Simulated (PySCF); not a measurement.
C₅H₇ClF₂O.
Structure used (GFN2-xTB), in Å, numbered top down from 1:
```
atom  x, y, z in Å
F1     1.9867   -0.3386   -1.5570
C2     2.0379    0.2241   -0.3078
C3     0.7546   -0.0498    0.4593
O4     0.5392   -1.4476    0.7242
C5    -0.6807   -1.4630    0.0507
F6    -1.7222   -1.7141    0.9030
C7    -0.5575    0.0185   -0.3469
C8    -1.6231    0.9499    0.1858
Cl9   -1.0595    2.6345    0.0221
H10    2.8941   -0.2174    0.2096
H11    2.1727    1.3012   -0.4465
H12    0.7582    0.5342    1.3857
H13   -0.7425   -2.2172   -0.7420
H14   -0.3999    0.1672   -1.4151
H15   -1.8160    0.7730    1.2441
H16   -2.5495    0.8542   -0.3806
```

Probes without a nucleus sit at each ring's centroid and 1 Å off its mean plane on both sides; NICS is minus the shielding there, NICSzz its component along the normal. Level: GIAO PBE0/pcSseg-1 (PySCF, non-relativistic, gas phase) on the GFN2-xTB geometry, one conformer.

Ring bond lengths (Å), with Mayer bond orders in brackets: C3–O4 1.439 (0.90), O4–C5 1.394 (1.01), C5–C7 1.539 (0.97), C7–C3 1.541 (0.95).

Q: What do the NICS probes read (ppm)?

A: 
```json
{"ring": "C3–O4–C5–C7", "type": "4-membered ring with O; formal bonds all single", "NICS(0)": "-1.8", "NICS(1), two faces": "-1.2 / 1.2", "NICS(1)zz, two faces": "-0.1 / 6.0", "rms pucker (Å)": "0.01", "centre to ring atoms, mean (Å)": "1.04"}
```

Q: What do they say, and how far can they be read as aromaticity?

A: 
- C3–O4–C5–C7: mean NICS(1)zz 3.0 ppm, near zero. C3, C5, C7 have four or more neighbours, and the NICS criterion for π rings isn't applied. The two faces differ by 6.1 ppm, so no symmetry operation interchanges them.

Q: How shielded are the nuclei of the rings and their hydrogens (means over atoms taken as equivalent)?

A: 
| atoms | environment | σ isotropic (ppm) |
| --- | --- | --- |
| C3 | sp3 carbon bound to oxygen | 100.6 |
| O4 | cyclic ether oxygen | 224.4 |
| C5 | sp3 C–F carbon | 72.5 |
| C7 | four-membered-ring carbon | 141.7 |
| H12 | methine hydrogen | 27.11 |
| H13 | methine hydrogen | 25.59 |
| H14 | methine hydrogen | 28.31 |
